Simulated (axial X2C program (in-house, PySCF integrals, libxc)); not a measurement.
**Worked dissociation energy of ScI: MP2, two-component**

All values were computed with an axial X2C code built on PySCF integrals. Two-component (2c) means X2C with spin–orbit coupling and atomic mean-field two-electron Coulomb and Gaunt terms. Basis: I dyall-cv3z [11s12p8d4f1g], Sc dyall-cv3z [10s11p7d5f2g] (cores contracted in-house); Gaussian nuclei, density fitting, unrestricted open shells. Masses: I 126.904 u, Sc 44.956 u.

Molecular state: Ω = 1 (⟨Sz⟩ = -1.00, ⟨Lz⟩ = 2.00 at HF).

Correlated methods: 10 electrons correlated (number of frozen shells: I 4 s, 3 p, 2 d; Sc 3 s, 2 p), 350 virtual spin orbitals or spinors in MP2.

| Item | Value |
| --- | --- |
| E(I) (2M_J = 3) | -7109.905438 hartree |
| E(Sc) (2M_J = 1) | -763.167354 hartree |
| E(ScI) at Re | -7873.182266 hartree |
| ωe | 240.7 cm⁻¹ |
| ωexe | 0.584 cm⁻¹ |

**Question.** Work out De and D0.

**Answer.** De = -7109.905438 + (-763.167354) − (-7873.182266) = 0.10947 hartree = 2.979 eV. The zero-point energy is ωe/2 − ωexe/4 = 120 cm⁻¹ = 0.015 eV, so D0 = 2.964 eV.

Occupations by symmetry block were frozen at the best pattern of an incomplete PBE0 search. Dissociation energies refer to the lowest single-determinant-based atoms at the same level and basis. PBE0 can misorder states that lie within some tenths of an eV, so this need not be the ground state of the molecule. The nearest other 2c determinant of the search, Ω = 3, lies 0.01 eV up at the distance of the search. With several unpaired electrons one determinant need not be a pure state. The outer-core s and p shells of the metal are frozen in the correlated rows, which leaves out core–valence correlation; for alkali and alkaline-earth bonds that tends to lengthen them. With the outer-core shells frozen, correlated bond lengths of heavy atoms tend to come out a few hundredths of an ångström too long.

Each atomic determinant is the lowest at this level and need not be a pure J level. Totals compare only within one Hamiltonian and basis.
